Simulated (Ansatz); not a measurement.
Isolated molecules relaxed with PBE0-D4/def2-TZVP in Ansatz; ΔE leaves out vibrations. CCSD(T)/CBS adds triple-zeta CCSD(T) − MP2 to the extrapolated MP2 energy (def2 sets, frozen cores). This one scheme is used for every species. DFT in def2-TZVPP. B3LYP here is the variant with VWN-RPA as its local correlation; programs differ in this. Each species was taken in one conformer, which may not be the lowest.

Consider the hydrogenolysis of a B–F bond: `FBBCl` + H₂ → `BBCl` + H–F.

| level | ΔE (kJ/mol) | difference from CCSD(T)/CBS |
| --- | --- | --- |
| B3LYP-D4 | 113.4 | 7.3 |
| PBE | 110.6 | 4.5 |
| revPBE | 108.5 | 2.4 |
| BLYP | 116.0 | 9.9 |
| B3LYP | 112.2 | 6.1 |
| r2SCANh | 112.1 | 6.0 |
| CAM-B3LYP | 114.3 | 8.2 |
| HF/def2-SVP | 112.5 | 6.4 |
| CCSD/def2-SVP | 124.4 | 18.3 |
| CCSD(T)/def2-TZVPP | 109.1 | 3.0 |
| CCSD(T)/CBS | 106.1 | 0 |

Largest T1 diagnostic among the species: 0.014.

Leaving LDA and LC-ωPBE aside and taking each functional with its dispersion term where it has one, the values, not all of them listed here, spread over 11.6 kJ/mol, from HSE06-D4 to BLYP-D4. LDA lies +4.3 kJ/mol from PBE without D4. From PBE to PBE0 (25 % exact exchange), in def2-TZVPP and without D4, ΔE moves by −5.1 kJ/mol. In def2-TZVPP, CCSD(T) changes the Hartree–Fock value by +4.4 kJ/mol (the triples alone add +3.0 kJ/mol) and MP2 by +5.5 kJ/mol.
